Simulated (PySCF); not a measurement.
CdFI, SMILES [F][Cd][I]. Atoms are numbered in the order given.

```xyz
3

Cd     0.0000     0.0000    -1.0735
F      0.0000     0.0000    -3.0116
I      0.0000     0.0000     1.4836
```
Charge 0, spin multiplicity 1.

The structure is a stationary point at r2SCAN-D4/def2-TZVP. The def2 effective core potentials stand for the cores of Cd, I; spin–orbit coupling is left out.

Calculation: C-PCM-M06-2X/def2-SVP (PySCF).

The values are the electrostatic part of the solvation free energy, E(continuum) − E(gas) at the gas-phase geometry, in a cavity of scaled van der Waals radii (PySCF's table); cavitation and dispersion terms are not included. A continuum can't describe solvent molecules that bind to the metal. In vacuum the orbital gap is 7.54 eV. The dipole moment in vacuum is 0.90 D.

Q: Estimate the values in water (ε = 78.36), dimethylsulfoxide (ε = 46.83), ethanol (ε = 24.85). (An estimate is asked for; the answer gives what the named calculation found.)

A: 
| solvent | ε | ΔG(elec) (kcal/mol) | dipole (D) | gap (eV) |
|---|---|---|---|---|
| water | 78.36 | -20.4 | 0.13 | 8.12 |
| dimethylsulfoxide | 46.83 | -20.2 | 0.11 | 8.11 |
| ethanol | 24.85 | -19.7 | 0.08 | 8.10 |
